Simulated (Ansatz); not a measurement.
Relaxation of AlClF2H2S (7 atoms, charge 0, multiplicity 1), to a largest force component of 0.03 eV/Å in at most 50 steps.

All numbers below come from RHF/def2-SVP in Ansatz.

```xyz
7
Properties=species:S:1:pos:R:3:forces:R:3
Al 0.083 -0.554 -0.498 0.01 -0.68 0.41
Cl -0.082 -0.034 2.883 0.25 -1.30 -0.49
F 1.407 0.376 -0.731 0.01 -0.01 0.00
F -1.392 -0.039 -0.990 0.03 -0.01 0.02
S 0.316 -2.624 0.312 -0.03 0.61 -0.42
H -0.974 -2.958 0.199 -0.01 0.03 -0.01
H 0.162 -1.292 2.545 -0.26 1.36 0.49
```

Question: Where does it end, and by what steps?

Answer: The forces met the threshold. After 11 steps the energy has fallen by 0.229 eV; Cl2 moved furthest, 0.56 Å.

```tsv
step	energy less start (eV)	largest force component (eV/Å)	accepted
0	0.0000	1.357	yes
1	-0.0248	2.191	yes
2	-0.0422	1.509	yes
3	-0.1631	1.494	yes
4	-0.1915	0.915	yes
5	-0.2160	0.581	yes
6	-0.2223	0.161	yes
7	-0.2276	0.115	yes
8	-0.2283	0.063	yes
9	-0.2285	0.039	yes
10	-0.2286	0.041	yes
11	-0.2287	0.025	yes
```

```xyz
7
Properties=species:S:1:pos:R:3
Al 0.073 -0.611 -0.236
Cl -0.113 0.089 2.342
F 1.408 0.302 -0.530
F -1.405 -0.022 -0.652
S 0.326 -2.765 0.046
H -0.978 -3.052 -0.037
H 0.209 -1.065 2.788
```

Time of the run: 25 s on 1 thread of Arm Neoverse V1 (shared host), peak memory 0.17 GiB.
